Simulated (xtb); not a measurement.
methanethiol (CH₄S), singlet, geometry from GFN2-xTB; GFN2-xTB in xtb 6.7.1.

Here is a job for xtb.
```
$ xtb mol.xyz --gfn 2 --ohess --json

# file mol.xyz
6

C     -0.05927499     1.15601846     0.01107955
S     -0.04290118    -0.66526221    -0.00699584
H      1.28189339    -0.79710439     0.00234827
H     -1.10311348     1.45230554     0.00564055
H      0.42444570     1.51749985     0.91319673
H      0.43884321     1.53538357    -0.87572948
```

The log (banner, timings and long lists left out):

```
   ID    Z sym.   atoms
    1    6 C      1
    2   16 S      2
    3    1 H      3-6

           -------------------------------------------------
          |                Calculation Setup                |
           -------------------------------------------------

           -------------------------------------------------
          |                 G F N 2 - x T B                 |
           -------------------------------------------------

          ...................................................
          :                      SETUP                      :
          :.................................................:
          :  # basis functions                  18          :
          :  # atomic orbitals                  17          :
          :  # shells                            9          :
          :  # electrons                        14          :
          :  max. iterations                   250          :
          :  Hamiltonian                  GFN2-xTB          :
          :  restarted?                      false          :
          :  GBSA solvation                  false          :
          :  PC potential                    false          :
          :  electronic temp.          300.0000000     K    :
          :  accuracy                    1.0000000          :
          :  -> integral cutoff          0.2500000E+02      :
          :  -> integral neglect         0.1000000E-07      :
          :  -> SCF convergence          0.1000000E-05 Eh   :
          :  -> wf. convergence          0.1000000E-03 e    :
          :  Broyden damping             0.4000000          :
          :  net charge                          0          :
          :  unpaired electrons                  0          :
          ...................................................

 iter      E             dE          RMSdq      gap      omega  full diag
   1     -7.4652487 -0.746525E+01  0.524E+00    5.33       0.0  T
   2     -7.4797706 -0.145219E-01  0.300E+00    4.83       1.0  T
   3     -7.4804118 -0.641231E-03  0.930E-01    4.66       1.0  T
   4     -7.4809032 -0.491335E-03  0.421E-01    4.57       1.0  T
   5     -7.4809153 -0.121117E-04  0.695E-02    4.57       1.0  T
   6     -7.4809148  0.489193E-06  0.204E-02    4.57       2.0  T
   7     -7.4809157 -0.928350E-06  0.744E-03    4.57       5.5  T
   8     -7.4809157 -0.154718E-07  0.125E-03    4.57      32.6  T
   9     -7.4809157 -0.112548E-08  0.440E-04    4.57      92.7  T
  10     -7.4809157 -0.452319E-09  0.109E-04    4.57     373.1  T

   *** convergence criteria satisfied after 10 iterations ***

         :::::::::::::::::::::::::::::::::::::::::::::::::::::
         ::                     SUMMARY                     ::
         :::::::::::::::::::::::::::::::::::::::::::::::::::::
         :: total energy              -7.411822536598 Eh    ::
         :: gradient norm              0.000039127465 Eh/a0 ::
         :: HOMO-LUMO gap              4.568843158059 eV    ::
         ::.................................................::
         :: SCC energy                -7.480915656062 Eh    ::
         :: -> isotropic ES            0.004629850623 Eh    ::
         :: -> anisotropic ES          0.001101618749 Eh    ::
         :: -> anisotropic XC          0.006013066306 Eh    ::
         :: -> dispersion             -0.001787458751 Eh    ::
         :: repulsion energy           0.069093119464 Eh    ::
         :: add. restraining           0.000000000000 Eh    ::
         :: total charge              -0.000000000000 e     ::
         :::::::::::::::::::::::::::::::::::::::::::::::::::::

      -----------------------------------------------------------
     |                   =====================                   |
     |                        A N C O P T                        |
     |                   =====================                   |
     |               Approximate Normal Coordinate               |
[...]
 * total energy  :    -7.4118225 Eh     change       -0.4639844E-11 Eh
   *** GEOMETRY OPTIMIZATION CONVERGED AFTER 1 ITERATIONS ***
         :: total energy              -7.411822536603 Eh    ::
[...]
 IR intensities (km·mol⁻¹)
   1: 11.19   2:  7.60   3:  0.83   4:  1.05   5:  0.00   6:  4.39   7: 29.85   8:  2.74
   9:  9.22  10:  0.43  11: 16.65  12:  3.94  13:  4.70  14:  6.17  15:139.53  16:  4.29
  17:  9.27  18:  4.11
 Raman intensities (Ä⁴*amu⁻¹)
   1:  0.00   2:  0.00   3:  0.00   4:  0.00   5:  0.00   6:  0.00   7:  0.00   8:  0.00
   9:  0.00  10:  0.00  11:  0.00  12:  0.00  13:  0.00  14:  0.00  15:  0.00  16:  0.00
  17:  0.00  18:  0.00
 output can be read by thermo (or use thermo option).
 writing <g98.out> molden fake output.
 recommended (thermochemical) frequency scaling factor: 1.0
Molecule has the following symmetry elements: (sigma)
It seems to be the Cs point group
           -------------------------------------------------
          |             Thermodynamic Functions             |
           -------------------------------------------------

cs  symmetry found (for desy threshold:  0.10E+00) used in thermo

          ...................................................
          :                      SETUP                      :
          :.................................................:
          :  # frequencies                          12      :
          :  # imaginary freq.                       0      :
          :  linear?                             false      :
          :  only rotor calc.                    false      :
          :  symmetry                               cs      :
          :  rotational number                       1      :
          :  scaling factor                  1.0000000      :
          :  rotor cutoff                   50.0000000 cm⁻¹ :
          :  imag. cutoff                  -20.0000000 cm⁻¹ :
          :.................................................:

    mode    ω/cm⁻¹     T·S(HO)/kcal·mol⁻¹    T·S(FR)/kcal·mol⁻¹   T·S(vib)
   ------------------------------------------------------------------------
       1    233.42    -0.55232 ( 99.79%)    -0.59934 (  0.21%)    -0.55242
   ------------------------------------------------------------------------

   temp. (K)  partition function   enthalpy   heat capacity  entropy
                                   cal/mol     cal/K/mol   cal/K/mol   J/K/mol
 298.15  VIB   1.59                  500.547      4.355      2.607
         ROT  0.675E+04              888.752      2.981     20.503
         INT  0.108E+05             1389.300      7.336     23.110
         TR   0.323E+27             1481.254      4.968     37.520
         TOT                        2870.5535    12.3038    60.6300   253.6757

       T/K    H(0)-H(T)+PV         H(T)/Eh          T*S/Eh         G(T)/Eh
   ------------------------------------------------------------------------
    298.15    0.457452E-02    0.490283E-01    0.288072E-01    0.202210E-01
   ------------------------------------------------------------------------

         :::::::::::::::::::::::::::::::::::::::::::::::::::::
         ::                  THERMODYNAMIC                  ::
         :::::::::::::::::::::::::::::::::::::::::::::::::::::
         :: total free energy          -7.391601488476 Eh   ::
         ::.................................................::
         :: total energy               -7.411822536603 Eh   ::
         :: zero point energy           0.044453778868 Eh   ::
         :: G(RRHO) w/o ZPVE           -0.024232730741 Eh   ::
         :: G(RRHO) contrib.            0.020221048127 Eh   ::
         :::::::::::::::::::::::::::::::::::::::::::::::::::::

optimized geometry written to: xtbopt.xyz

           -------------------------------------------------
          | TOTAL ENERGY               -7.411822536603 Eh   |
          | TOTAL ENTHALPY             -7.362794239479 Eh   |
          | TOTAL FREE ENERGY          -7.391601488476 Eh   |
          | GRADIENT NORM               0.000039224313 Eh/α |
          | HOMO-LUMO GAP               4.568841039310 eV   |
           -------------------------------------------------

normal termination of xtb
```
